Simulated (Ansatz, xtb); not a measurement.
C3H4F3NO: which of two isomers lies lower

We compare I, `NC(=O)CC(F)(F)F`, a singlet, with II, `O=CNCC(F)(F)F`, a singlet. Both are isolated molecules in the gas phase, relaxed with PBE0-D3(BJ)/def2-SVP; the shapes shown needn't be the lowest conformers.

I (Å):

```xyz
12

C    -0.2017   -2.0960   -2.0032
C     0.2212   -1.4347   -0.6930
C    -0.6943   -0.3670   -0.1565
F    -0.7198    0.7196   -0.9573
F    -0.2948    0.0495    1.0441
F    -1.9507   -0.7963   -0.0434
N    -0.5807   -1.2525   -2.9932
O    -0.1461   -3.2980   -2.1340
H    -0.6744   -0.2572   -2.8487
H    -0.8892   -1.6612   -3.8658
H     1.2210   -0.9890   -0.8110
H     0.2921   -2.2340    0.0546
```

II (Å):

| atom | x (Å) | y (Å) | z (Å) |
| --- | --- | --- | --- |
| C | -3.0634 | -2.5433 | 1.9734 |
| C | -1.3438 | -0.9985 | 1.1934 |
| C | -1.5716 | -0.2400 | -0.0954 |
| F | -0.9262 | 0.9254 | -0.0743 |
| F | -2.8618 | 0.0002 | -0.3113 |
| F | -1.1137 | -0.9415 | -1.1439 |
| N | -1.9858 | -2.2774 | 1.1825 |
| O | -3.5259 | -1.7810 | 2.7855 |
| H | -3.4681 | -3.5674 | 1.7960 |
| H | -1.6954 | -2.9671 | 0.5008 |
| H | -0.2557 | -1.0807 | 1.3443 |
| H | -1.7731 | -0.4182 | 2.0222 |

Quicker runs give these differences E(II) − E(I): GFN2-xTB +5.9 kcal/mol; HF/STO-3G +4.5 kcal/mol (at GFN2-xTB geometries); r2SCAN-D4/def2-SVP +8.8 kcal/mol (at GFN2-xTB geometries).

Problem. Estimate E(II) − E(I) at the level CCSD(T)/def2-SVP + ΔMP2/def2-TZVPP.

Solution. Calculated at CCSD(T)/def2-SVP + ΔMP2/def2-TZVPP: E(II) − E(I) = +8.6 kcal/mol, so structure I lies lower.

The same difference at several levels:

| level | geometry | E(II) − E(I) (kcal/mol) | departure from the last row (kcal/mol) | job, with rough time for the two |
| --- | --- | --- | --- | --- |
| GFN2-xTB | GFN2-xTB | +5.9 | −2.7 | optimisation, 0.17 s |
| HF/STO-3G | GFN2-xTB | +4.5 | −4.1 | single point, 0.36 s |
| r2SCAN-D4/def2-SVP | GFN2-xTB | +8.8 | +0.1 | single point, 3.4 s |
| PBE0-D3(BJ)/def2-SVP | PBE0-D3(BJ)/def2-SVP | +8.7 | 0.0 | optimisation, 54 s |
| HF/def2-SVP | PBE0-D3(BJ)/def2-SVP | +6.9 | −1.7 | part of the CCSD(T) run |
| MP2/def2-SVP | PBE0-D3(BJ)/def2-SVP | +8.6 | 0.0 | part of the CCSD(T) run |
| CCSD(T)/def2-SVP | PBE0-D3(BJ)/def2-SVP | +7.8 | −0.9 | single point |
| CCSD(T)/def2-SVP + ΔMP2/def2-TZVPP | PBE0-D3(BJ)/def2-SVP | +8.6 |  | single point, 79 s |

As drawn, II has 1 C–N, 1 C–H in place of 1 C–C, 1 N–H.

The levels shown agree on the order. The largest departure from CCSD(T)/def2-SVP + ΔMP2/def2-TZVPP is that of HF/STO-3G, 4.1 kcal/mol. The last row adds to CCSD(T) the change of the MP2 difference between the two basis sets, here +0.9 kcal/mol.

With thermal terms from frequencies at re-optimised GFN2-xTB minima (ideal gas, soft modes damped towards free rotors, one conformer each, 298.15 K, 1 atm): on the last row, ΔE + ΔZPE = +8.5, ΔH = +8.4, ΔG = +8.2 kcal/mol.

The correlated steps freeze 8 core orbitals. Codes used: Ansatz 0.2.0, xtb 6.7.1; the last row on 4 threads of Arm Neoverse V1 on a shared host.
